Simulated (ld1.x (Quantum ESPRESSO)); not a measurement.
**caesium: excitation energies, all-electron against PAW**

- Element: caesium
- Generator: ld1.x (Quantum ESPRESSO) 7.5
- Type: PAW
- Functional: PW91
- Relativity: fully relativistic
- Frozen core: [Kr] 4d10
- Valence charge: 9
- Reference configuration: 5s2 5p6 5d0 6s1 6p0
- Partial waves: 5s (bound): rcut 2.35, rcutus 2.50 bohr; 6s (bound): rcut 2.35, rcutus 2.50 bohr; 5p (bound): rcut 2.75, rcutus 3.40 bohr; 6p (bound, empty): rcut 2.75, rcutus 3.40 bohr; 5d (bound, empty): rcut 3.35, rcutus 4.35 bohr; 5d channel at 3.35 Ry: rcut 3.35, rcutus 4.35 bohr
- Local potential: all-electron potential smoothed inside 2.55 bohr (lloc = -1)
- Core correction: a·sin(br)/r model core, default radius (core density twice the valence density)
- Augmentation charge: BESSEL, radius 2.25 bohr

Open shells are filled in proportion to 2j + 1 (rel_dist='average').

Energies are relative to the spin-unpolarised reference configuration 5s2 5p6 5d0 6s1 6p0; without spin polarisation the order of configurations can differ from experiment. Not all tests gave a result: test run stopped at test 6 of 7 (negative rho).

```csv
valence configuration,charge,ΔE all-electron (eV),error AE − PS (meV)
5s2 5p6 5d0 6s0 6p1,0,1.360,+3.8
5s2 5p5 5d0 6s1 6p0,+1,17.962,+165
5s2 5p6 5d1 6s0 6p0,0,1.660,+7.4
```

What are ΔE and the potential's error for 5s2 5p6 5d0 6s0 6p0?

ΔE = 3.892 eV all-electron; the error (AE − PS) is +1.9 meV.

What are ΔE and the potential's error for 5s2 5p6 5d0 6s0.5 6p0?

ΔE = 1.467 eV all-electron; the error (AE − PS) is +0.7 meV.

Levels in the configuration 5s2 5p6 5d0 6s0 6p1:

```csv
level,all-electron (eV),pseudo (eV)
5s j=1/2,-28.035,-27.985
5p j=1/2,-15.939,-15.920
5p j=3/2,-14.290,-14.276
6p j=1/2,-1.349,-1.350
6p j=3/2,-1.278,-1.278
```

ld1.x printed “convergence not achieved” for 3 of the counted tests; their residual had stalled under 1e-8, short of the target of 1e-14.

The ghost test of this file was not conclusive.
